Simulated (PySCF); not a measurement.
**Magnetisability: SMILES C(C)#C[C@@H]1C=COC1=O, C$_{7}$H$_{6}$O$_{2}$**

Geometry:
```tsv
atom	x (Å)	y (Å)	z (Å)
C1	3.119	0.402	0.227
C2	1.736	0.013	0.079
C3	0.596	-0.335	-0.050
C4	-0.799	-0.718	-0.189
C5	-1.648	0.340	-0.831
C6	-2.572	0.711	0.044
O7	-2.501	0.035	1.238
C8	-1.469	-0.845	1.186
O9	-1.185	-1.575	2.085
H10	3.685	0.119	-0.661
H11	3.190	1.480	0.366
H12	3.548	-0.097	1.095
H13	-0.853	-1.680	-0.711
H14	-1.492	0.722	-1.819
H15	-3.360	1.436	-0.023
```

Computed, not measured: GIAO KT1/STO-3G magnetisability, rotational g tensor and spin-rotation constants, non-relativistic, gas phase (PySCF). Geometry: GFN2-xTB.

Q: How diamagnetic is it, and how anisotropic?

A: Isotropic -1128 × 10⁻³⁰ J/T², or -68.0 × 10⁻⁶ cm³/mol; principal values -1402, -1049, -934 × 10⁻³⁰ J/T², anisotropy 422 × 10⁻³⁰ J/T² (root of half the summed squared differences of the principal values). The susceptibility is in cgs units.

Q: Split it along the inertial axes a, b, c into diamagnetic and paramagnetic parts about the centre of mass, with the quadrupole moment.

A: 
```csv
axis,χ (10⁻⁶ cm³/mol),diamagnetic (10⁻⁶ cm³/mol),paramagnetic (10⁻⁶ cm³/mol),summed x² of all electrons (Å²),quadrupole Θ (D Å)
a,-73.5,-458.3,384.8,260.6,+5.85
b,-56.9,-1223.7,1166.8,80.2,-5.45
c,-73.5,-1445.7,1372.2,27.8,-0.41
```
Anisotropies 2χaa − χbb − χcc = -16.5 and 2χbb − χaa − χcc = +33.1 × 10⁻⁶ cm³/mol. Θ is traceless in Buckingham's convention.

Q: And the rotational g tensor?

A: 
```
axis  rotational constant (GHz)        g  nuclear part  electronic part
   a                     3.1986  -0.0162        0.5621          -0.5783
   b                     1.0594  -0.0103        0.5704          -0.5807
   c                     0.8768  -0.0029        0.5623          -0.5652
```
Asymmetric top; isotopes 12C, 1H, 16O; no vibrational averaging.
